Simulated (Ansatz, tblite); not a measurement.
Removing and adding an electron: (ZnO)2 ring (Zn₂O₂). Charge 0, multiplicity 1. Geometry: r2SCAN-D4/def2-SVP. Ansatz, gas phase; energy differences of separate SCF runs; the oxidised species was run as a doublet alone; the reduced species was run as a doublet alone.

```xyz
4

Zn    0.376    0.173    1.070
O     1.371    0.237   -0.520
Zn   -0.376   -0.173   -1.070
O    -1.371   -0.237    0.520
```

The xTB rows come from tblite.

```tsv
level	−HOMO (eV)	vertical IE (eV)	−LUMO (eV)	vertical EA (eV)	HOMO–LUMO gap (eV)	IE − EA (eV)	remarks
GFN2-xTB	12.69	17.14	10.90	6.68	1.78	10.46	–
PBE-D4/def2-TZVPD	5.62	–	4.35	1.98	1.27	–	HOMO above zero (-1 doublet)
r2SCAN-D4/def2-TZVPD	5.74	–	4.10	2.06	1.64	–	HOMO above zero (-1 doublet)
PBE0-D4/def2-TZVPD	6.83	–	3.46	1.85	3.38	–	–
```

(1) Estimate the rows for GFN1-xTB, PBE-D4/def2-TZVP, r2SCAN-D4/def2-TZVP, PBE0-D4/def2-TZVP.

Answers

(1) 
```json
{"level": "GFN1-xTB", "−HOMO (eV)": "11.35", "vertical IE (eV)": "15.27", "−LUMO (eV)": "8.47", "vertical EA (eV)": "5.09", "HOMO–LUMO gap (eV)": "2.88", "IE − EA (eV)": "10.18"}
{"level": "PBE-D4/def2-TZVP", "−HOMO (eV)": "5.55", "vertical IE (eV)": "8.84", "−LUMO (eV)": "4.32", "vertical EA (eV)": "–", "HOMO–LUMO gap (eV)": "1.24", "IE − EA (eV)": "–"}
{"level": "r2SCAN-D4/def2-TZVP", "−HOMO (eV)": "5.69", "vertical IE (eV)": "8.70", "−LUMO (eV)": "4.08", "vertical EA (eV)": "–", "HOMO–LUMO gap (eV)": "1.60", "IE − EA (eV)": "–"}
{"level": "PBE0-D4/def2-TZVP", "−HOMO (eV)": "6.77", "vertical IE (eV)": "8.70", "−LUMO (eV)": "3.43", "vertical EA (eV)": "–", "HOMO–LUMO gap (eV)": "3.34", "IE − EA (eV)": "–"}
```

   A HOMO above zero means that the electron is unbound at that level or that self-interaction error raises the level; the energy of removing that electron tells which. Raw xTB energy differences between charge states are shifted by several eV; the methods need an empirical correction for them.
